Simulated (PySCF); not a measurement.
A run for PySCF: R-B3LYP/6-31G* on BH (SMILES [BH]), 2S+1 = 1, a spin state set in the input, which need not be the lowest.

```python
from pyscf import gto, scf, dft, mp
from pyscf.data.elements import chemcore

mol = gto.M(
    atom='''
    B    -0.00000000   -0.00000000   -0.20551357
    H     0.00000000    0.00000000    1.02756787
    ''',
    basis='6-31g*',
    cart=True,
    charge=0, spin=0, verbose=3, max_memory=1800)
mf = dft.RKS(mol, xc='b3lyp')
mf.conv_tol = 1e-8
mf.max_cycle = 100
mf.kernel()
if not mf.converged:
    mf = mf.newton().run(mf.mo_coeff, mf.mo_occ)
```

Task: What total energy does the run end on?

Result: -25.2878 hartree.
